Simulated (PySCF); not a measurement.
All values below come from PBE-D3(BJ)/def2-TZVP // PBE0-D3(BJ)/def2-TZVP run with PySCF. All species are isolated molecules in the gas phase. 

Reference species (SMILES): `[F][Al][Br]` (neutral, multiplicity 2).

- dipole moment: 1.46 D

Changed species: `[F][Al][F]` (radical fragment; the reference has radical fragment).

**Question.** What does the change do to the dipole moment?

**Answer.** the dipole moment increases by 0.22 D, to 1.68 D.
